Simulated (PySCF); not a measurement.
First SCF of a structure search on singlet IPdN, at a hand-made bent geometry. PySCF input:

```python
from pyscf import gto, scf, dft
mol = gto.M(atom='''
Pd     0.000000     0.000000     0.000000
N     -1.449900     0.000000     1.015200
I      2.072500     0.000000     1.451100''',
    basis={'Pd': 'def2-SVP', 'N': 'def2-SVP', 'I': 'def2-SVP'},
    ecp={'Pd': 'def2-SVP', 'I': 'def2-SVP'},
    charge=0, spin=0)
mf = dft.RKS(mol, xc='PBE0')
mf.grids.atom_grid = (50, 194)
aux = {'Pd': 'def2-universal-JKFIT', 'N': 'def2-universal-JKFIT', 'I': 'def2-universal-JKFIT'}
mf = mf.density_fit(auxbasis=aux)
mf.conv_tol = 1e-08
mf.diis_space = 10
mf.max_cycle = 60
mf.init_guess = 'huckel'
mf.verbose = 4
mf.kernel()
```

Excerpt of the output (cycles and frontier levels):

```
init E= -479.755604337633
  HOMO = -0.225799712014316  LUMO = -0.196633860574852  gap/eV = 0.79364
cycle= 1 E= -476.014319095385  delta_E= 3.74  |g|= 2.94  |ddm|= 3.86
  HOMO = -0.105459483207599  LUMO = -0.102980071041419  gap/eV = 0.06747
cycle= 2 E= -422.321290205512  delta_E= 53.7  |g|=  7.7  |ddm|= 18.5
  HOMO = -0.108780117820746  LUMO = -0.0253641137942182  gap/eV = 2.26987
cycle= 3 E= -475.797799069358  delta_E= -53.5  |g|= 2.86  |ddm|= 17.7
cycle= 4 E= -476.204672520293  delta_E= -0.407  |g|= 3.68  |ddm|= 5.19
  HOMO = -0.243578181774201  LUMO = -0.241973347955327  gap/eV = 0.04367
cycle= 5 E= -478.235453566677  delta_E= -2.03  |g|= 2.17  |ddm|= 3.17
  HOMO = -0.260101742133571  LUMO = -0.241792626654975  gap/eV = 0.49822
cycle= 6 E= -478.674952023513  delta_E= -0.439  |g|= 1.95  |ddm|= 0.499
  HOMO = -0.262671793158429  LUMO = -0.240086872276459  gap/eV = 0.61457
cycle= 7 E= -479.458281238276  delta_E= -0.783  |g|= 1.46  |ddm|= 1.08
... 23 lines left out ...
cycle= 19 E= -480.095479052626  delta_E= -4.07e-06  |g|= 0.000422  |ddm|= 0.0129
  HOMO = -0.261152709468906  LUMO = -0.178842209472695  gap/eV = 2.23978
cycle= 20 E= -480.095479670795  delta_E= -6.18e-07  |g|= 0.000167  |ddm|= 0.00553
  HOMO = -0.261135706981991  LUMO = -0.17882475784044  gap/eV = 2.23980
cycle= 21 E= -480.095479712936  delta_E= -4.21e-08  |g|= 6.31e-05  |ddm|= 0.00109
  HOMO = -0.261133101128356  LUMO = -0.178819582036082  gap/eV = 2.23986
cycle= 22 E= -480.095479719972  delta_E= -7.04e-09  |g|= 2.1e-05  |ddm|= 0.000626
  HOMO = -0.261130596832183  LUMO = -0.178816774139229  gap/eV = 2.23987
Extra cycle  E= -480.095479719742  delta_E= 2.3e-10  |g|= 5.01e-05  |ddm|= 7.69e-05
converged SCF energy = -480.095479719742
```

No lower solution of this spin was found from smeared starts or by a stability analysis within the restricted form, which does not test spin polarisation.

At the minimum of this search the closed-shell solution is unstable towards spin polarisation, so a lower open-shell solution exists.

The search for the lowest solution, 3 starts and the stability check together, took 12 s on 2 threads of a shared Intel Xeon Platinum 8488C (Sapphire Rapids) host, with 71 basis functions; the process peaked at 0.33 GiB. Launch command: `OMP_NUM_THREADS=2 python axn.py task.json out`.
